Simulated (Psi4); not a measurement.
stibine (H₃Sb), singlet, geometry from GFN2-xTB (core potentials on Sb). Base run: HF/def2-TZVP in Psi4.

Geometry (Å):
```xyz
4

Sb    -0.0013    -0.0002     0.0551
H     -0.8647    -1.0295    -0.9603
H     -0.4296     1.2878    -0.9417
H      1.3592    -0.2479    -0.9060
```
All else is at Psi4's defaults (density fitting).
Base energy -240.97841 Eh.

Variants of this job, named by their change:

| change | ΔE vs base (mEh) | SCF cycles | basis functions | outcome |
|---|---|---|---|---|
| base | 0.000 | 7 | 68 | converged |
| scf_type = dfdirj+link | -0.058 | 7 | 68 | converged |
| df_basis_scf = cc-pvqz-jkfit | - | - | 68 | input refused |
| e_convergence = 1e-4 | 0.000 | 7 | 68 | converged |
| guess = core | 0.000 | 9 | 68 | converged |
| guess = gwh | 0.000 | 10 | 68 | converged |
| d_convergence = 1e-10 | 0.000 | 13 | 68 | converged |
| diis_max_vecs = 15 | 0.000 | 7 | 68 | converged |
| df_basis_scf = cc-pvtz-jkfit | - | - | 68 | input refused |
| damping_percentage = 20 | 0.000 | 14 | 68 | converged |
| guess = sadno | 0.000 | 9 | 68 | converged |
| puream = true | 0.000 | 7 | 68 | converged |
| puream = false | -0.127 | 7 | 77 | converged |

- df_basis_scf = cc-pvqz-jkfit: ended with `psi4.driver.qcdb.exceptions.BasisSetNotFound: BasisSet::construct: Unable to find a basis set for atom 1 for key JKFIT among:`
- df_basis_scf = cc-pvtz-jkfit: ended with `psi4.driver.qcdb.exceptions.BasisSetNotFound: BasisSet::construct: Unable to find a basis set for atom 1 for key JKFIT among:`
